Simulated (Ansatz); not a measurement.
SiW2. Total charge 0; triplet. Geometry PBE0-D4/def2-TZVP; atoms count from 1.

Cartesian coordinates in Å:
```
W 0.939 -0.769 0.464
W 0.446 1.021 -0.668
Si -1.385 -0.252 0.204
```

In the def2 sets W takes a core potential; there is no spin–orbit coupling. At PBE0-D4/def2-TZVP a broken-symmetry singlet of charge 0 lies 0.54 eV below the triplet, each at its own geometry. The structure comes from a short search, and lower isomers may exist.

Question: Estimate the Mulliken populations from the PBE0/def2-TZVP orbitals of Ansatz.

Answer: 
| atom | charge (e) | spin (α − β) | d electrons |
| --- | --- | --- | --- |
| W1 | 0.13 | 1.09 | 4.49 |
| W2 | 0.13 | 1.09 | 4.49 |
| Si3 | -0.27 | -0.18 | – |
Mulliken values and Mayer orders depend strongly on the basis.

Question: Where does the spin sit?

Answer: Summed by element: W 2.18, Si -0.18, of 2 unpaired in all. Largest on single atoms: W2 1.09, W1 1.09, Si3 -0.18.

Question: And the Mayer bond orders between bonded heavy atoms (over 0.3)?

Answer: W1–W2 3.52 (2.17 Å); W1–Si3 1.57 (2.40 Å); W2–Si3 1.57 (2.40 Å).
